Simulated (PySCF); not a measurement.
From results back to the method.

Compound: C₃H₈FNSi.
SMILES: `C=N[Si@H](F)CC`

The closed-shell ground state was solved 4 times with PySCF (density fitting, gas phase), always with PBE0, in these basis sets: 6-31G*, STO-3G, aug-cc-pVDZ and pcSseg-1. Isolated species at its PBE0-D3(BJ)/def2-SVP geometry (one conformer only).

```csv
row,total energy (Eh),HOMO (eV),LUMO (eV),dipole (D)
P,-562.8815,-7.30,-1.22,2.58
Q,-555.9017,-4.01,2.79,1.56
R,-562.8159,-7.30,-1.14,2.64
S,-562.8298,-7.09,-0.80,2.45
```

Problem. Which basis belongs to which row?

Solution. P = aug-cc-pVDZ, Q = STO-3G, R = pcSseg-1, S = 6-31G*. From the lowest total energy up: aug-cc-pVDZ (214 functions) 0 eV; 6-31G* (104 functions) +1.41 eV; pcSseg-1 (149 functions) +1.79 eV; STO-3G (42 functions) +189.93 eV.

The values belong to the conformer `[CH2:1]=[N:2][Si@H:3]([F:4])[CH2:5][CH3:6]`: C1–N2–Si3–F4 -121°, N2–Si3–C5–C6 -64°.
